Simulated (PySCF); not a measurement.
Sr: excitation energy

Sr [Kr] 5s2 (1S) → Sr [Kr] 4d2 (3F), as a difference of total energies. Computed with PySCF 2.14 in x2c-TZVPPall (8s6p6d2f1g, 79 functions), with the spin-free X2C one-electron Hamiltonian (Gaussian nucleus). Correlated levels: valence and next inner shell: [Ar] 3d10 frozen. The calculations carry no spin-orbit coupling.

```csv
method,excitation energy (cm⁻¹)
UHF,35714
MP2 (valence and next inner shell),39045
SCS-MP2 (valence and next inner shell),40326
CCSD (valence and next inner shell),38766
CCSD(T) (valence and next inner shell),39149
```
